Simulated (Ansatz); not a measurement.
Relaxation of ClGeH3 (5 atoms, charge 0, multiplicity 1), to a largest force component of 0.02 eV/Å in at most 40 steps.

Computed with RKS PBE0-D4/def2-SVP (Ansatz 0.2.0).

```xyz
5
Properties=species:S:1:pos:R:3:forces:R:3
Ge 0.000 0.000 0.000 0.20 0.00 -0.05
H 0.000 0.000 1.550 0.18 0.00 -0.25
Cl 2.094 0.000 -0.739 -0.89 0.00 0.31
H -0.730 1.265 -0.516 0.26 -0.14 -0.01
H -0.730 -1.265 -0.516 0.26 0.14 -0.01
```

Question: Where does it end, and by what steps?

Answer: The forces met the threshold. After 4 steps the energy has fallen by 0.048 eV; Cl3 moved furthest, 0.08 Å.

```json
{"step": "0", "energy less start (eV)": "0.0000", "largest force component (eV/Å)": "0.891", "accepted": "yes"}
{"step": "1", "energy less start (eV)": "-0.0325", "largest force component (eV/Å)": "0.228", "accepted": "yes"}
{"step": "2", "energy less start (eV)": "-0.0474", "largest force component (eV/Å)": "0.104", "accepted": "yes"}
{"step": "3", "energy less start (eV)": "-0.0479", "largest force component (eV/Å)": "0.029", "accepted": "yes"}
{"step": "4", "energy less start (eV)": "-0.0479", "largest force component (eV/Å)": "0.001", "accepted": "yes"}
```

```xyz
5
Properties=species:S:1:pos:R:3
Ge -0.022 0.000 0.008
H 0.033 0.000 1.541
Cl 2.019 0.000 -0.713
H -0.699 1.268 -0.529
H -0.699 -1.268 -0.529
```

Whether the end is a true minimum wasn't checked by a vibrational analysis.

Time of the run: 12 s on 1 thread of Intel(R) Xeon(R) Platinum 8259CL CPU @ 2.50GHz (Skylake/Cascade Lake) (shared host), peak memory 0.14 GiB.
